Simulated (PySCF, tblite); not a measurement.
Isomers of C4H13FSi2. Level: GFN2-xTB in tblite, geometry and Hessian alike; calculated harmonic values, unscaled, isolated species. The method is semi-empirical: single wavenumbers can be off by several per cent or more. Modes of hydrogen on silicon can be 10 to 20 % off. One conformer each.

Electronic energies: PBE0/pcSseg-1 single points on the GFN2-xTB geometries (PySCF, gas phase).

```tsv
SMILES	electronic energy, lowest = 0 (kcal/mol)
CCC[SiH2][SiH2]CF	8.3
CC[Si@@H](CF)C[SiH3]	0.0
FCCCC([SiH3])[SiH3]	11.0
```

Task: How do GFN2-xTB zero-point energies change the relative energies?

Result: 
```json
{"SMILES": "CC[Si@@H](CF)C[SiH3]", "ZPE (kcal/mol)": "96.4", "of it from modes above 1550 cm⁻¹": "51.2", "electronic (kcal/mol)": "0.0", "with ZPE, lowest = 0 (kcal/mol)": "0.0", "lowest mode (cm⁻¹)": "38", "rings": "0"}
{"SMILES": "CCC[SiH2][SiH2]CF", "ZPE (kcal/mol)": "97.1", "of it from modes above 1550 cm⁻¹": "50.9", "electronic (kcal/mol)": "8.3", "with ZPE, lowest = 0 (kcal/mol)": "9.0", "lowest mode (cm⁻¹)": "15", "rings": "0"}
{"SMILES": "FCCCC([SiH3])[SiH3]", "ZPE (kcal/mol)": "94.7", "of it from modes above 1550 cm⁻¹": "48.8", "electronic (kcal/mol)": "11.0", "with ZPE, lowest = 0 (kcal/mol)": "9.2", "lowest mode (cm⁻¹)": "38", "rings": "0"}
```

The zero-point energies span 2.4 kcal/mol, from `FCCCC([SiH3])[SiH3]` to `CCC[SiH2][SiH2]CF`. The order is unchanged.

Task: And how do the electronic energies of GFN2-xTB itself compare?

Result: `CC[Si@@H](CF)C[SiH3]` 12.1; `CCC[SiH2][SiH2]CF` 12.2; `FCCCC([SiH3])[SiH3]` 0.0 kcal/mol, lowest = 0. Against the energies above, taken from the same isomer `CC[Si@@H](CF)C[SiH3]`, the largest difference is 23.1 kcal/mol.
